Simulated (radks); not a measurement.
Values are calculated unless marked as measured or tabulated.
Spherical quantum dot in the effective-mass picture: electrons in a hard-walled sphere of radius 7.5, with a point charge +1 (a donor) at the centre, all in effective atomic units (hartree* = m*/eps^2 hartree, bohr* = eps/m* bohr), one dielectric constant everywhere. Level of theory: non-relativistic Kohn-Sham, PBEsol, spin-polarised, spherical densities (a radial shooting solver with Libxc functionals). Levels are named by radial order and angular momentum (1s, 1p, 1d, 2s, ...), and open shells are averaged over m. Results are scaled to m* = 0.037 and eps = 13.3, for which hartree* = 5.692 meV and bohr* = 19.02 nm. Each electron was tried in the lowest free levels, single moves between levels near the top were tried too, and the lowest total energy was kept; such a search can miss a lower state. The series stops at N = 20: beyond it a trial failed or the search could not be trusted, so later rows were left out. At N = 1 the Hartree and exchange-correlation terms need not cancel, so that row can carry a self-interaction error.

| N | open shells | 2S | E (meV) | mu = E(N) - E(N-1) (meV) | addition energy mu(N+1) - mu(N) (meV) | e(HOMO) (meV) |
|---|---|---|---|---|---|---|
| 1 | 1s(up 1, down 0) | 1 | -2.78079 | -2.7808 | 2.717 | -1.5418 |
| 2 | none | 0 | -2.84507 | -0.064280 | 2.049 | 0.59364 |
| 3 | 1p(up 1, down 0) | 1 | -0.859984 | 1.9851 | 0.8663 | 2.3988 |
| 4 | 1p(up 2, down 0) | 2 | 1.99139 | 2.8514 | 0.9200 | 3.3092 |
| 5 | 1p(up 3, down 0) | 3 | 5.76274 | 3.7713 | 1.205 | 4.2342 |
| 6 | 1p(up 3, down 1) | 2 | 10.7387 | 4.9760 | 0.8472 | 5.3878 |
| 7 | 1p(up 3, down 2) | 1 | 16.5619 | 5.8232 | 0.8864 | 6.2637 |
| 8 | none | 0 | 23.2716 | 6.7096 | 1.068 | 7.1570 |
| 9 | 2s(up 1, down 0) | 1 | 31.0493 | 7.7778 | 1.227 | 8.2886 |
| 10 | 1d(up 1, down 0) 2s(up 1, down 0) | 2 | 40.0545 | 9.0051 | 0.8813 | 9.4452 |
| 11 | 1d(up 2, down 0) 2s(up 1, down 0) | 3 | 49.9408 | 9.8864 | 0.8837 | 10.328 |
| 12 | 1d(up 3, down 0) 2s(up 1, down 0) | 4 | 60.7110 | 10.770 | 0.8847 | 11.212 |
| 13 | 1d(up 4, down 0) 2s(up 1, down 0) | 5 | 72.3658 | 11.655 | 0.8849 | 12.097 |
| 14 | 1d(up 5, down 0) 2s(up 1, down 0) | 6 | 84.9056 | 12.540 | 1.096 | 12.982 |
| 15 | 1d(up 5, down 1) 2s(up 1, down 0) | 5 | 98.5416 | 13.636 | 0.8642 | 14.067 |
| 16 | 1d(up 5, down 2) 2s(up 1, down 0) | 4 | 113.042 | 14.500 | 0.8682 | 14.934 |
| 17 | 1d(up 5, down 3) 2s(up 1, down 0) | 3 | 128.410 | 15.368 | 0.8704 | 15.803 |
| 18 | 1d(up 5, down 4) 2s(up 1, down 0) | 2 | 144.649 | 16.239 | 0.8716 | 16.674 |
| 19 | 2s(up 1, down 0) | 1 | 161.759 | 17.110 | 1.445 | 17.597 |
| 20 | 2s(up 1, down 0) 1f(up 1, down 0) | 2 | 180.315 | 18.555 | - | 18.987 |

All shells are closed at N = 2, 8 (there: 1s2 1p6); the second difference of the energy has clear peaks (12 % above both neighbours; the first and last values, which can be the largest, are not judged, and half-filled shells can peak too) at N = 5, 9, 14.
